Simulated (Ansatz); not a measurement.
Frontier orbitals of `C/C=C\[SiH2]Cl`.

```csv
atom,x (Å),y (Å),z (Å)
C1,-0.434,1.587,-0.035
C2,0.146,0.633,-1.017
C3,0.469,-0.642,-0.788
Si4,0.299,-1.514,0.834
Cl5,-1.683,-1.916,1.261
H6,-1.425,1.913,-0.366
H7,0.182,2.488,0.039
H8,-0.538,1.156,0.961
H9,0.302,1.038,-2.018
H10,0.865,-1.219,-1.621
H11,0.811,-0.710,1.971
H12,1.006,-2.815,0.780
```

The species carries charge 0 and has multiplicity 1. The structure was optimised at the PBE0-D4/def2-TZVP level. It is one conformer, not always the lowest. Basis def2-TZVPP, Ansatz 0.2.0.

Orbital energies of one run (eV). Highest occupied ones, from the top: -6.88, -7.29, -7.41, -8.43, -8.98, -9.29, -9.49, -10.20, -10.54, -11.97, -12.48, -14.24, -17.21, -19.81. Empty: -2.07, -0.08, 0.07, 0.57, 0.71, 1.19.

Problem. Which functional gave them?
A. ωB97X-V
B. LDA (SPW92)
C. LC-ωPBE
D. HSE06 (plane-wave form)

Solution. B. HOMO energies: LDA (SPW92) -6.88, HSE06 -7.44, LC-ωPBE -10.54, ωB97X-V -10.14 eV.

LC-ωPBE has ω = 0.4 bohr⁻¹.
